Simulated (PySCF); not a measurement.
## Bond length, frequency and bond energy of SnGe by level of theory

State: ³Σ⁻ (triplet), unpaired electrons π ↑↑. Set-up: Sn cc-pVDZ-PP with ECP28, Ge cc-pVDZ-PP with ECP10; scalar-relativistic core potentials (PySCF 2.14). De refers to Sn + Ge in their high-spin ground configurations, without counterpoise correction. The functionals are run spin-unrestricted. A positive dipole means Sn(−)Ge(+).

```
      Level  Re (Å)  ωe (cm⁻¹)  De (eV)  μ (D)  CPU s a point (SCF and correlation, without the integrals)
        UHF   2.544        267     0.95  -0.69                                                        0.13
    UHF-MP2   2.594        236     2.11    n/a                                                        0.23
UHF-SCS-MP2   2.585        242     1.89    n/a                                                         n/a
   UHF-CCSD   2.595        240     1.96    n/a                                                         n/a
UHF-CCSD(T)   2.612        231     2.12    n/a                                                         6.3
        PBE   2.628        222     2.81  -0.48                                                        0.94
     r²SCAN   2.588        235     2.67  -0.55                                                         1.5
    r²SCANh   2.576        240     2.59  -0.56                                                         1.4
       PBE0   2.582        240     2.56  -0.54                                                           1
    r²SCAN0   2.560        248     2.48  -0.58                                                           1
      B97-3   2.605        234     2.52  -0.62                                                        0.56
      HSE06   2.589        237     2.65  -0.51                                                         1.3
```

The bond length runs from 2.544 Å (UHF) to 2.628 Å (PBE). De spans 0.95 eV (UHF, mean field) to 2.81 eV (PBE, GGA). Correlation at CCSD(T) changes the Hartree–Fock bond energy by +1.17 eV; the triples alone change it by +0.16 eV.

Correlated steps freeze 8 core orbitals. Correlated levels converge slowly with the basis: in double zeta they bind strong bonds too weakly, by up to about 1 eV, and carry superposition errors of some tenths. Spin–orbit coupling is left out, which matters for elements this heavy, above all for dissociation energies. The state was picked by a PBE0 search and need not be the measured ground state.

The whole job (state search and all levels along the bond) took about 3.2 min on 1 thread of Arm Neoverse V1 (shared host), peak memory 0.55 GiB.
